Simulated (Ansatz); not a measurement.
Gas-phase electronic energies from Ansatz, PBE0-D4/def2-TZVP geometries. CCSD(T)/CBS adds triple-zeta CCSD(T) − MP2 to the extrapolated MP2 energy (def2 sets, frozen cores). This one scheme is used for every species. Functionals use def2-TZVPP. B3LYP here is the variant with VWN-RPA as its local correlation; programs differ in this. One conformer a species, not always the lowest.

`O[SiH]([SiH3])O[SiH3]` + `O[BH][AlH2]` → `[AlH2][BH]O[SiH3]` + `O[SiH](O)[SiH3]`  (ligand exchange at the Si–O bond)

Problem. Is it downhill or uphill in electronic energy at CCSD(T)/CBS, and by how much? (An estimate is asked.)

Solution. Ansatz gave: Uphill: ΔE = +0.21 eV.

Problem. What do these levels give: B97M-V, PBE0-D4, B3LYP-D4, B2PLYP, PBE, revPBE, r2SCANh, RPA@PBE/def2-TZVPP, CCSD(T)/def2-SVP, SCS-MP2/def2-TZVPP, CCSD/def2-TZVPP, MP2/def2-QZVPP? (An estimate is asked.)

Solution. Ansatz gave: B97M-V 0.23, PBE0-D4 0.23, B3LYP-D4 0.23, B2PLYP 0.19, PBE 0.19, revPBE 0.18, r2SCANh 0.22, RPA@PBE/def2-TZVPP 0.22, CCSD(T)/def2-SVP 0.26, SCS-MP2/def2-TZVPP 0.21, CCSD/def2-TZVPP 0.21, MP2/def2-QZVPP 0.21 eV.

Largest T1 diagnostic among the species: 0.014.

The D4 term adds +0.05 eV with B3LYP and +0.03 eV with PBE0; it sums over pairs of atoms, weighted by their polarisabilities, and B3LYP, whose exchange is more repulsive, gets the larger term. Leaving LDA and LC-ωPBE aside and taking each functional with its dispersion term where it has one, the values, not all of them listed here, spread over 0.05 eV, from B2PLYP to BHLYP-D4.
